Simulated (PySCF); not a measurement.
**How methods differ on the ionisation energy of F⁶⁺**

F⁶⁺ [He] 2s1 [2s1/2^1, M_J = 1/2] → F⁷⁺ 1s2, as a difference of total energies. Computed with PySCF 2.14 in an uncontracted even-tempered set (17 s from 0.6 bohr⁻², ratio 2.4; 10 p from 0.78 bohr⁻², ratio 2.4; 5 d from 2.4 bohr⁻², ratio 2.6; 5 f from 3.6 bohr⁻², ratio 2.6), with the two-component X2C-1e Hamiltonian. Correlated levels: nothing frozen; the 28 highest virtual spinors dropped. "Screened" scales the spin-orbit matrix elements by Boettger's factors to mimic the two-electron term; Breit and QED terms are absent.

| method | ionisation energy (eV) |
| --- | --- |
| GHF (screened spin-orbit) | 185.06 |
| GMP2 (screened spin-orbit) | 185.19 |

For comparison: 185.19 eV (measured; NIST Atomic Spectra Database, ionization energies).
